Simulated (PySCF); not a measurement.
Computed shifts of a molecule C3H3ClF2, HF/pcSseg-1 (PySCF), GIAO, gas phase, atoms alike by connectivity averaged where their shifts nearly agree, in ppm (number of nuclei): ¹⁹F: -209.3 (2). ¹³C: 68.6 (2), 34.9 (1). ¹H: 4.31 (2), 3.67 (1). References: ¹⁹F against CFCl3 (σ = 238.5 ppm); ¹³C against TMS (σ = 192.6 ppm); ³⁵Cl against HCl (σ = 958.2 ppm); ¹H against TMS (σ = 31.99 ppm), references at their B3LYP-D3(BJ)/def2-TZVP geometries, non-relativistic (without spin–orbit terms, shifts of atoms bonded to Cl or Br come out too high). Geometry optimised at B3LYP-D3(BJ)/def2-SVP. Other conformers were not sampled.

Q: Pick the molecule that these values belong to.
A. F[C@@H]1[C@H](F)[C@H]1Cl
B. FC(F)/C=C/Cl
C. FC1(F)C[C@H]1Cl
D. C=C(Cl)C(F)F

A: A, F[C@@H]1[C@H](F)[C@H]1Cl
